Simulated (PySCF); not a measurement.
Compound: ethyl butanoate, C6H12O2.
Numbering: `[CH3:1][CH2:2][CH2:3][C:4](=[O:5])[O:6][CH2:7][CH3:8]` (hydrogens: H9, H10, H11 on C1; H12, H13 on C2; H14, H15 on C3; H16, H17 on C7; H18, H19, H20 on C8)

The same species was optimised twice, with GFN2-xTB and with PBE0-D3(BJ)/def2-SVP (PySCF), and the same property calculations (PySCF, gas phase) were run on both structures.

```csv
coordinate,GFN2-xTB,PBE0-D3(BJ)/def2-SVP,change
C7–C8 (Å),1.522,1.512,-0.010
C3–C4 (Å),1.510,1.504,-0.006
C2–C3 (Å),1.534,1.530,-0.004
C1–C2 (Å),1.523,1.519,-0.004
C4–O6 (Å),1.337,1.341,+0.004
O6–C7 (Å),1.429,1.427,-0.002
C4=O5 (Å),1.203,1.204,+0.001
C2–C3–C4 (°),109.4,111.0,+1.6
C1–C2–C3 (°),111.3,112.7,+1.4
C3–C4–O6 (°),110.9,111.4,+0.5
O5–C4–O6 (°),124.0,123.6,-0.4
C4–O6–C7 (°),117.2,116.9,-0.3
O6–C7–C8 (°),111.5,111.7,+0.2
C3–C4–O5 (°),125.1,125.0,-0.1
C1–C2–C3–C4 (°),178,178,0
C2–C3–C4–O5 (°),-88,-89,-1
C3–C4–O6–C7 (°),-178,-178,0
C4–O6–C7–C8 (°),-82,-83,-1
```

Rotational constants: A = 5555, B = 900.3, C = 847.9 MHz (GFN2-xTB) against A = 5555, B = 893.9, C = 841.8 MHz (PBE0-D3(BJ)/def2-SVP). Point groups within 0.08 Å: C1 and C1.

On the GFN2-xTB structure: HOMO (eV) -7.78 [PBE0/pcSseg-1]; LUMO (eV) 0.45 [PBE0/pcSseg-1]; dipole (D) 1.83 [PBE0/pcSseg-1]; GIAO shielding of C1 (ppm) 169.3 [PBE0/pcSseg-1]; GIAO shielding of C2 (ppm) 160.4 [PBE0/pcSseg-1]; GIAO shielding of C3 (ppm) 143.7 [PBE0/pcSseg-1]; GIAO shielding of C4 (ppm) 6.8 [PBE0/pcSseg-1]; GIAO shielding of O5 (ppm) -93.5 [PBE0/pcSseg-1]; GIAO shielding of O6 (ppm) 119.2 [PBE0/pcSseg-1]; GIAO shielding of C7 (ppm) 123.7 [PBE0/pcSseg-1]; GIAO shielding of C8 (ppm) 170.4 [PBE0/pcSseg-1].

Question: What do these properties become on the PBE0-D3(BJ)/def2-SVP structure?

Answer: 
| property | level | on GFN2-xTB | on PBE0-D3(BJ)/def2-SVP | change |
| --- | --- | --- | --- | --- |
| HOMO (eV) | PBE0/pcSseg-1 | -7.78 | -7.81 | -0.03 |
| LUMO (eV) | PBE0/pcSseg-1 | 0.45 | 0.39 | -0.06 |
| dipole (D) | PBE0/pcSseg-1 | 1.83 | 1.80 | -0.03 |
| energy, GFN2-xTB geometry as zero (kcal/mol) | PBE0/pcSseg-1 | 0.0 | -0.4 | -0.4 |
| GIAO shielding of C1 (ppm) | PBE0/pcSseg-1 | 169.3 | 167.5 | -1.8 |
| GIAO shielding of C2 (ppm) | PBE0/pcSseg-1 | 160.4 | 159.8 | -0.6 |
| GIAO shielding of C3 (ppm) | PBE0/pcSseg-1 | 143.7 | 143.7 | 0.0 |
| GIAO shielding of C4 (ppm) | PBE0/pcSseg-1 | 6.8 | 6.3 | -0.5 |
| GIAO shielding of O5 (ppm) | PBE0/pcSseg-1 | -93.5 | -98.9 | -5.4 |
| GIAO shielding of O6 (ppm) | PBE0/pcSseg-1 | 119.2 | 116.1 | -3.1 |
| GIAO shielding of C7 (ppm) | PBE0/pcSseg-1 | 123.7 | 123.6 | -0.1 |
| GIAO shielding of C8 (ppm) | PBE0/pcSseg-1 | 170.4 | 168.6 | -1.8 |

The heavy atoms differ by 0.015 Å rms after alignment. Among bonds between heavy atoms C7–C8 changes most (-0.010 Å). Changes are differences of the printed values. Neither structure is proved a minimum here.

Conformer computed: `[CH3:1][CH2:2][CH2:3][C:4](=[O:5])[O:6][CH2:7][CH3:8]`: C1–C2–C3–C4 178°, C2–C3–C4–O5 -89°, C3–C4–O6–C7 -178°, C4–O6–C7–C8 -83°.
